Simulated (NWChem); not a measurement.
C2H8OSi2; SMILES [SiH]1(O)C[SiH2]C1

```xyz
13

O     -0.2800    -2.3828     0.0000
Si     0.4252    -0.8728     0.0000
C     -0.0632     0.3722     1.3479
Si     0.0133     1.7166     0.0000
C     -0.0632     0.3722    -1.3479
H     -1.2402    -2.4245     0.0000
H      1.8892    -1.1451     0.0000
H      0.5608     0.4571     2.2486
H     -1.1113     0.2309     1.6674
H      1.3095     2.4611     0.0000
H     -1.1120     2.7022     0.0000
H     -1.1113     0.2309    -1.6674
H      0.5608     0.4571    -2.2486
```
Atoms are numbered in this order, from 1.

Program: NWChem. Pople sets run with spherical d functions. All runs use the structure optimised with PBE0/def2-SVP. Static field.

### Question
Among these, which level gives the lowest value of “anisotropy (bohr³)”?
A. B3LYP/6-31+G*
B. B3LYP/def2-SVP
C. B3LYP/def2-SVPD
D. B3LYP/6-31G*

### Answer
B, B3LYP/def2-SVP. Values: B3LYP/def2-SVP 17.7; B3LYP/6-31G* 19.4; B3LYP/def2-SVPD 20.0; B3LYP/6-31+G* 20.4
